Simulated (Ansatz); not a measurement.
Consider the ligand exchange at the Si–C bond: `CO[Si]C` + HBr → `CO[Si]Br` + CH₄.

Computed with Ansatz on PBE0-D4/def2-TZVP structures; ΔE is electronic, products minus reactants. CCSD(T)/CBS adds triple-zeta CCSD(T) − MP2 to the extrapolated MP2 energy (def2 sets, frozen cores). This one scheme is used for every species. DFT in def2-TZVPP. For Br outer-core shells are correlated without core-valence functions, which leaves a few kJ/mol of doubt a bond. Scalar relativity is left out up to krypton. One conformer a species, not always the lowest.

CCSD(T)/CBS gives -165.3 kJ/mol.

Question: Another level gave -167.2 kJ/mol. Which?
A. ωB97M-V/def2-TZVPP
B. r2SCAN/def2-TZVPP
C. RPA@PBE/def2-TZVPP
D. LC-ωPBE/def2-TZVPP

Answer: A. ωB97M-V -167.2, LC-ωPBE -159.5, RPA@PBE/def2-TZVPP -154.7, r2SCAN -171.5 kJ/mol.

Largest T1 diagnostic among the species: 0.014.

Leaving LDA and LC-ωPBE aside and taking each functional with its dispersion term where it has one, the values, not all of them listed here, spread over 9.3 kJ/mol, from BHLYP-D4 to ωB97X-V. LDA lies +6.4 kJ/mol from PBE without D4. At CCSD(T), def2-SVP lies +5.8 kJ/mol from the extrapolated value and def2-TZVPP +5.4 kJ/mol.
